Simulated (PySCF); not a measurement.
I$_{4}$Si, charge +1, doublet, at a GFN2-xTB geometry (a state made from the parent by changing its charge; the spin is typed, not shown lowest) (core potentials on I); DF-B3LYP/def2-SVP in PySCF.

The PySCF input:
```python
from pyscf import gto, scf, dft

mol = gto.Mole()
mol.atom = '''
    I     2.231551   -1.024411    0.445566
    Si   -0.000000    0.000000    0.000000
    I    -1.461591   -1.660099   -1.155676
    I    -1.052513    0.673284    2.160248
    I     0.282553    2.011226   -1.450138
'''
mol.basis = 'def2-svp'
mol.ecp = {'I': 'def2-svp'}
mol.charge = 1
mol.spin = 1
mol.verbose = 4
mol.build()

mf = dft.UKS(mol)
mf.xc = 'b3lyp'
mf.level_shift = 0.1
mf.max_cycle = 100
mf = mf.density_fit(auxbasis='def2-universal-jkfit')
mf.kernel()
mf.analyze()
```

**Question.** Predict the main parts of the log of this PySCF run.

**Answer.** 
```
PySCF version 2.14.0

[INPUT] verbose = 4
[INPUT] num. atoms = 5
[INPUT] num. electrons = 113
[INPUT] charge = 1
[INPUT] spin (= nelec alpha-beta = 2S) = 1
[INPUT] symmetry False subgroup None
[INPUT] Mole.unit = angstrom
[INPUT] Symbol           X                Y                Z      unit          X                Y                Z       unit  Magmom
[...]
nuclear repulsion = 783.814980237688
number of shells = 48
number of NR pGTOs = 280
number of NR cGTOs = 122
basis = def2-svp
ecp = {'I': 'def2-svp'}

******** <class 'pyscf.df.df_jk.DFUKS'> ********
method = DFUKS
initial guess = minao
damping factor = 0
level_shift factor = 0.1
DIIS = <class 'pyscf.scf.diis.CDIIS'>
diis_start_cycle = 1
diis_space = 8
diis_damp = 0
SCF conv_tol = 1e-09
SCF conv_tol_grad = None
SCF max_cycles = 100
direct_scf = False
number electrons alpha = 57  beta = 56
XC library pyscf.dft.libxc version 7.1.2
    S. Lehtola, C. Steigemann, M. J. T. Oliveira, and M. A. L. Marques,  SoftwareX 7, 1–5 (2018)
XC functionals = b3lyp
    P. J. Stephens, F. J. Devlin, C. F. Chabalowski, and M. J. Frisch,  J. Phys. Chem. 98, 11623 (1994)
radial grids:
    Treutler-Ahlrichs [JCP 102, 346 (1995); DOI:10.1063/1.469408] (M4) radial grids

becke partition: Becke, JCP 88, 2547 (1988); DOI:10.1063/1.454033
pruning grids: <function nwchem_prune>
grids dens level: 3
symmetrized grids: False
atomic radii adjust function: <function treutler_atomic_radii_adjust>
small_rho_cutoff = 0
Set gradient conv threshold to 3.16228e-05
tot grids = 107016
******** <class 'pyscf.df.df.DF'> ********
auxbasis = def2-universal-jkfit
init E= -1354.39542812334

cycle= 1 E= -1476.25625208948  delta_E= -122  |g|= 3.71  |ddm|= 11.7
cycle= 2 E= -1478.45079709946  delta_E= -2.19  |g|= 2.32  |ddm|= 8.91
cycle= 3 E= -1480.16487027747  delta_E= -1.71  |g|= 0.575  |ddm|= 3.11
cycle= 4 E= -1480.38354998677  delta_E= -0.219  |g|= 0.182  |ddm|=    1
cycle= 5 E= -1480.40420585945  delta_E= -0.0207  |g|= 0.0393  |ddm|= 0.198
cycle= 6 E= -1480.40534665698  delta_E= -0.00114  |g|= 0.0104  |ddm|= 0.0701
cycle= 7 E= -1480.40547314882  delta_E= -0.000126  |g|= 0.00272  |ddm|= 0.0252
cycle= 8 E= -1480.4055187962  delta_E= -4.56e-05  |g|= 0.0026  |ddm|= 0.0166
cycle= 9 E= -1480.40555653522  delta_E= -3.77e-05  |g|= 0.0021  |ddm|= 0.0148
cycle= 10 E= -1480.40559419917  delta_E= -3.77e-05  |g|= 0.00149  |ddm|= 0.0172
cycle= 11 E= -1480.40562543572  delta_E= -3.12e-05  |g|= 0.00132  |ddm|= 0.0154
cycle= 12 E= -1480.40565279163  delta_E= -2.74e-05  |g|= 0.00126  |ddm|= 0.0146
cycle= 13 E= -1480.4056778582  delta_E= -2.51e-05  |g|= 0.00119  |ddm|= 0.0139
cycle= 14 E= -1480.40570078502  delta_E= -2.29e-05  |g|= 0.00111  |ddm|= 0.013
cycle= 15 E= -1480.40572618372  delta_E= -2.54e-05  |g|= 0.00151  |ddm|= 0.016
cycle= 16 E= -1480.4057468561  delta_E= -2.07e-05  |g|= 0.00119  |ddm|= 0.0118
cycle= 17 E= -1480.40576840456  delta_E= -2.15e-05  |g|= 0.00113  |ddm|= 0.0129
cycle= 18 E= -1480.40579056955  delta_E= -2.22e-05  |g|= 0.0011  |ddm|= 0.0134
cycle= 19 E= -1480.40580863973  delta_E= -1.81e-05  |g|= 0.00102  |ddm|= 0.0108
cycle= 20 E= -1480.40582519634  delta_E= -1.66e-05  |g|= 0.00106  |ddm|= 0.0101
cycle= 21 E= -1480.40583815074  delta_E= -1.3e-05  |g|= 0.00126  |ddm|= 0.00809
cycle= 22 E= -1480.40584890415  delta_E= -1.08e-05  |g|= 0.00145  |ddm|= 0.00684
cycle= 23 E= -1480.4058566427  delta_E= -7.74e-06  |g|= 0.00172  |ddm|= 0.00524
cycle= 24 E= -1480.40585546383  delta_E= 1.18e-06  |g|= 0.0023  |ddm|= 0.00187
cycle= 25 E= -1480.40585317513  delta_E= 2.29e-06  |g|= 0.00255  |ddm|= 0.00145
cycle= 26 E= -1480.40585374418  delta_E= -5.69e-07  |g|= 0.00268  |ddm|= 0.00107
cycle= 27 E= -1480.40584396109  delta_E= 9.78e-06  |g|= 0.00332  |ddm|= 0.00396
cycle= 28 E= -1480.40583826692  delta_E= 5.69e-06  |g|= 0.00346  |ddm|= 0.00281
cycle= 29 E= -1480.40585502583  delta_E= -1.68e-05  |g|= 0.00236  |ddm|= 0.00701
cycle= 30 E= -1480.40585138429  delta_E= 3.64e-06  |g|= 0.00269  |ddm|= 0.002
[...]
SCF not converged.
Total Energy =                       -1480.406589777108593
[...]
spin_pop of  0 I 7pz       0.00034
spin_pop of  0 I 4dxy     -0.00057
spin_pop of  0 I 4dyz     -0.00068
spin_pop of  0 I 4dz^2    -0.00063
spin_pop of  0 I 4dxz     -0.00028
spin_pop of  0 I 4dx2-y2    0.00002
spin_pop of  0 I 5dxy      0.00054
spin_pop of  0 I 5dyz      0.00056
spin_pop of  0 I 5dz^2     0.00045
spin_pop of  0 I 5dxz      0.00018
spin_pop of  0 I 5dx2-y2   -0.00006
spin_pop of  1 Si 1s        0.00000
spin_pop of  1 Si 2s        0.00000
spin_pop of  1 Si 3s       -0.00299
spin_pop of  1 Si 4s        0.00020
spin_pop of  1 Si 2px      -0.00000
spin_pop of  1 Si 2py      -0.00000
spin_pop of  1 Si 2pz      -0.00000
spin_pop of  1 Si 3px      -0.01165
spin_pop of  1 Si 3py      -0.00699
spin_pop of  1 Si 3pz      -0.01173
spin_pop of  1 Si 4px      -0.00039
spin_pop of  1 Si 4py      -0.00005
spin_pop of  1 Si 4pz      -0.00048
spin_pop of  1 Si 3dxy     -0.00201
spin_pop of  1 Si 3dyz     -0.00178
spin_pop of  1 Si 3dz^2    -0.00163
spin_pop of  1 Si 3dxz     -0.00170
spin_pop of  1 Si 3dx2-y2   -0.00115
spin_pop of  2 I 4s       -0.00000
spin_pop of  2 I 5s        0.00027
spin_pop of  2 I 6s       -0.00003
spin_pop of  2 I 7s        0.00001
spin_pop of  2 I 4px       0.00013
spin_pop of  2 I 4py       0.00051
spin_pop of  2 I 4pz       0.00049
spin_pop of  2 I 5px       0.01590
spin_pop of  2 I 5py       0.00006
spin_pop of  2 I 5pz       0.00006
spin_pop of  2 I 6px       0.01409
spin_pop of  2 I 6py       0.02897
spin_pop of  2 I 6pz       0.02570
spin_pop of  2 I 7px       0.17478
spin_pop of  2 I 7py       0.00042
spin_pop of  2 I 7pz       0.00035
spin_pop of  2 I 4dxy     -0.00059
spin_pop of  2 I 4dyz     -0.00072
spin_pop of  2 I 4dz^2    -0.00059
spin_pop of  2 I 4dxz     -0.00027
spin_pop of  2 I 4dx2-y2    0.00002
spin_pop of  2 I 5dxy      0.00042
spin_pop of  2 I 5dyz      0.00057
spin_pop of  2 I 5dz^2     0.00046
spin_pop of  2 I 5dxz      0.00021
spin_pop of  2 I 5dx2-y2    0.00003
spin_pop of  3 I 4s       -0.00000
spin_pop of  3 I 5s        0.00028
spin_pop of  3 I 6s       -0.00003
spin_pop of  3 I 7s       -0.00000
spin_pop of  3 I 4px       0.00003
spin_pop of  3 I 4py       0.00331
spin_pop of  3 I 4pz       0.00016
spin_pop of  3 I 5px       0.00332
spin_pop of  3 I 5py       0.00045
spin_pop of  3 I 5pz       0.00001
spin_pop of  3 I 6px       0.00320
spin_pop of  3 I 6py       0.20728
spin_pop of  3 I 6pz       0.00527
spin_pop of  3 I 7px       0.03478
spin_pop of  3 I 7py       0.00188
spin_pop of  3 I 7pz       0.00014
spin_pop of  3 I 4dxy     -0.00026
spin_pop of  3 I 4dyz     -0.00043
spin_pop of  3 I 4dz^2    -0.00066
spin_pop of  3 I 4dxz     -0.00055
spin_pop of  3 I 4dx2-y2    0.00004
spin_pop of  3 I 5dxy      0.00020
spin_pop of  3 I 5dyz      0.00026
spin_pop of  3 I 5dz^2     0.00043
spin_pop of  3 I 5dxz      0.00054
spin_pop of  3 I 5dx2-y2   -0.00009
spin_pop of  4 I 4s       -0.00000
spin_pop of  4 I 5s        0.00028
spin_pop of  4 I 6s       -0.00003
spin_pop of  4 I 7s        0.00000
spin_pop of  4 I 4px       0.00003
spin_pop of  4 I 4py       0.00330
spin_pop of  4 I 4pz       0.00017
spin_pop of  4 I 5px       0.00336
spin_pop of  4 I 5py       0.00045
spin_pop of  4 I 5pz       0.00001
spin_pop of  4 I 6px       0.00328
spin_pop of  4 I 6py       0.20770
spin_pop of  4 I 6pz       0.00420
spin_pop of  4 I 7px       0.03537
spin_pop of  4 I 7py       0.00185
spin_pop of  4 I 7pz       0.00023
spin_pop of  4 I 4dxy     -0.00026
spin_pop of  4 I 4dyz     -0.00040
spin_pop of  4 I 4dz^2    -0.00063
spin_pop of  4 I 4dxz     -0.00056
spin_pop of  4 I 4dx2-y2    0.00004
spin_pop of  4 I 5dxy      0.00016
spin_pop of  4 I 5dyz      0.00034
spin_pop of  4 I 5dz^2     0.00057
spin_pop of  4 I 5dxz      0.00041
spin_pop of  4 I 5dx2-y2   -0.00016
In total            57.00000 | 56.00000

WARN: System has nonzero charge 1; the dipole moment is origin-dependent.
Location of origin: [0. 0. 0.]

Dipole moment(X, Y, Z, Debye):  0.00210,  0.00025,  0.00137
```

Convergence was not reached.
